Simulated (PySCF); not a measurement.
# EPR parameters of C6H9O2

Species: C6H9O2 (doublet state).
Cartesian coordinates in Å at the GFN2-xTB level; atoms count from 1:
```xyz
17
C6H9O2 angstrom
C     -2.2903   -1.7169   -0.3323
C     -0.9271   -1.4624   -0.5774
O     -0.0137   -2.2188   -0.2494
C     -0.6099   -0.1427   -1.2867
C     -0.1263    0.8054   -0.1976
O     -0.8603    1.6103    0.3108
C      1.3110    0.5819    0.1868
C      1.6960    1.3268    1.4572
H     -3.0536   -1.0041   -0.5829
H     -2.5847   -2.6686    0.0745
H      0.1884   -0.3150   -2.0067
H     -1.4943    0.2670   -1.7698
H      1.9322    0.9109   -0.6508
H      1.4605   -0.4967    0.2963
H      1.4990    2.3904    1.3448
H      1.1149    0.9617    2.3000
H      2.7513    1.1828    1.6734
```

The hyperfine couplings belong to this conformer and change with its torsions.

Identity: `[CH2]C(=O)CC(=O)CC` [radical].

Computed, not measured: UKS B3LYP, pcH-1 on C H O, non-relativistic, mean-field spin-orbit, GIAO in PySCF 2.14.0. The structure is a single GFN2-xTB conformer in the gas phase; no vibrational or solvent corrections. The geometry wasn't refined by DFT: couplings that depend on bond lengths, twists or pyramidal angles can differ widely from those at the functional's own minimum. No stability test was run, so a lower SCF solution isn't excluded.

| Item | Value |
| --- | --- |
| g1, g2, g3 | 2.00211, 2.00421, 2.00897 |
| g_iso | 2.00510 |
| Form of g | rhombic: the two nearest values differ by 31 % of g3 − g1 |
| ⟨S²⟩ | 0.7643 (exact 0.7500) |
| HOMO–LUMO gap, α and β orbitals | 6.01, 2.92 eV |
| Total energy | -384.47966 Eh |

Isotropic coupling and dipolar principal values T1 to T3, in MHz:

| atom | isotope | a_iso | T1 | T2 | T3 | Mulliken spin population |
| --- | --- | --- | --- | --- | --- | --- |
| C1 | 13C | 66.8 | -65.8 | -65.2 | 131.0 | 0.87 |
| C2 | 13C | -42.5 | -15.2 | 4.1 | 11.1 | -0.13 |
| O3 | 17O | -20.9 | -97.5 | 48.5 | 48.9 | 0.32 |
| C4 | 13C | -2.3 | -1.1 | -0.4 | 1.6 | 0.00 |
| C5 | 13C | -2.6 | -0.9 | -0.5 | 1.4 | 0.00 |
| O6 | 17O | -0.4 | -1.0 | 0.2 | 0.8 | 0.00 |
| C7 | 13C | 3.3 | -0.7 | -0.6 | 1.3 | 0.00 |
| C8 | 13C | 0.2 | -0.2 | -0.2 | 0.4 | 0.00 |
| H9 | 1H | -52.9 | -31.7 | -1.8 | 33.5 | -0.03 |
| H10 | 1H | -51.7 | -29.7 | -2.5 | 32.2 | -0.04 |
| H11 | 1H | -4.5 | -2.1 | -1.2 | 3.4 | 0.00 |
| H12 | 1H | 0.9 | -3.1 | -2.8 | 5.9 | 0.00 |
| H13 | 1H | -0.1 | -0.8 | -0.7 | 1.5 | 0.00 |
| H14 | 1H | 0.5 | -2.6 | -1.6 | 4.2 | 0.00 |
| H15 | 1H | 0.0 | -0.5 | -0.4 | 0.9 | 0.00 |
| H16 | 1H | 0.0 | -0.7 | -0.6 | 1.3 | 0.00 |
| H17 | 1H | 0.2 | -0.5 | -0.4 | 0.8 | 0.00 |

The Mulliken spin populations are largest on C1 (+0.87), O3 (+0.32) and C2 (-0.13). The positive populations add up to 1.20 and the negative ones to -0.20, together 2S = 1. The angles at C1 add up to 359.9°, so it is planar; its axial dipolar tensor and the negative couplings of its protons fit spin in a p orbital normal to that plane.

Axes: g3 points within 10° of the C2–O3 bond.

Under fast tumbling the dipolar parts average out, and these isotropic splittings remain: 1 × 1H (H9, I = 1/2, 2 lines) with 1.88 mT, 1 × 1H (H10, I = 1/2, 2 lines) with 1.84 mT and 2 × 1H (H11/H12, I = 1/2, 3 lines) with 0.06 mT.

Nuclei that the bonding pattern makes equivalent are averaged, as if the motion that swaps them (rotation, inversion, ring flip) were fast. H9 and H10 aren't averaged: C1 is flat or nearly so (angle sum 360°), and its turn about the short C1–C2 bond (1.41 Å) is taken as slow. The 1H value of -1.8 MHz is a mean of couplings from -4.5 to 0.9 MHz in this one geometry, not an average over conformers.

The 17O coupling of O3 (-20.9 MHz) shows only in satellite lines or after enrichment, since that isotope makes up about 0.038 % of natural oxygen.

The 13C coupling of C1 (66.8 MHz) shows only in satellite lines or after enrichment, since that isotope makes up about 1.07 % of natural carbon.

Examples of negative spin density at the nucleus (bohr⁻³): C2 (-0.0378), H9 (-0.0118) and H10 (-0.0116).
